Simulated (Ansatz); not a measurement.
H4OSi (SMILES O[SiH3]) moved off its minimum; all values from Ansatz (a first-principles code), cores frozen in correlated methods.
(charge 0, multiplicity 1)
```xyz
6

Si    -0.53428     0.09267     0.04568
O      1.06522    -0.29858    -0.14336
H     -0.71788     1.57412    -0.13825
H     -1.24688    -0.66477    -0.98010
H     -0.97630    -0.28678     1.38436
H      1.71227     0.11109     0.43418
```

Forces at MP2/aug-cc-pV(T+d)Z (eV/Å):

```
atom      Fx      Fy      Fz
----  ------  ------  ------
Si1    0.482   0.628  -0.113
O2     0.047  -0.081  -0.108
H3    -0.092  -0.466   0.056
H4    -0.131  -0.053  -0.115
H5    -0.249  -0.040   0.275
H6    -0.057   0.012   0.004
```

**Question.** Give the forces (eV/Å), the total energy and the dipole at CCSD(T)/aug-cc-pV(T+d)Z.

**Answer.** 
| atom | Fx | Fy | Fz |
|---|---|---|---|
| Si1 | 0.579 | 0.596 | -0.120 |
| O2 | 0.048 | -0.068 | -0.092 |
| H3 | -0.100 | -0.371 | 0.044 |
| H4 | -0.176 | -0.099 | -0.177 |
| H5 | -0.271 | -0.062 | 0.353 |
| H6 | -0.081 | 0.004 | -0.008 |
Energy -366.6344 hartree, dipole 1.21 D.
